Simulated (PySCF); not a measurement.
## Which basis set comes closest?

Molecule: trifluorosilane (SMILES F[SiH](F)F).

Atoms are numbered as in `[F:1][SiH:2]([F:3])[F:4]`. Each H is labelled by its parent atom.

Geometry PBE0-D3(BJ)/def2-SVP throughout; GIAO in PySCF 2.14, gas phase, one conformer, non-relativistic; equivalent atoms averaged; functional PBE0.

Reference values (measured; Pure Appl. Chem., pac-2019-0202, supplement (literature 29Si shifts of SiX4)): δ(Si2) = -77.8 ppm vs TMS. Computed shifts are taken against TMS, calculated as an isolated molecule at each level.

How do the basis sets STO-3G, 6-31G, pcSseg-0, 6-31G*, def2-SVP, cc-pVDZ, pcSseg-1, aug-cc-pVDZ, 6-311+G(2d,p), def2-TZVP, cc-pVTZ, IGLO-III, pcSseg-2, pcSseg-3 perform against the reference? Times are CPU seconds on shared hosts with different chips, so compare them loosely.

## Answers


```
    basis set  functions    Si2  abs. error Si  core-s
       STO-3G         25  -14.2           63.6     0.7
        6-31G         42   -2.3           75.5     1.3
     pcSseg-0         42  -31.9           45.9     1.7
       6-31G*         62  -43.3           34.5     1.6
     def2-SVP         65  -65.7           12.1     1.6
      cc-pVDZ         65  -54.3           23.5     2.6
     pcSseg-1         80  -63.9           13.9     3.3
  aug-cc-pVDZ        105  -49.6           28.2     4.3
6-311+G(2d,p)        122  -67.9            9.9     3.3
    def2-TZVP        136  -73.6            4.2     4.1
      cc-pVTZ        138  -59.9           17.9     6.6
     IGLO-III        159  -74.5            3.3     7.3
     pcSseg-2        165  -71.8            6.0     6.5
     pcSseg-3        325  -73.5            4.3      27
```

For 29Si the closest is IGLO-III (3.3 ppm) and the furthest 6-31G (75.5 ppm). Where a smaller basis beats a larger one, errors probably cancel; the largest sets show where the functional converges. One molecule is a small sample, and vibrational and solvent effects are absent from the calculation.

A small basis that lands close on one nucleus may do so by chance; judge by the trend and by all nuclei.
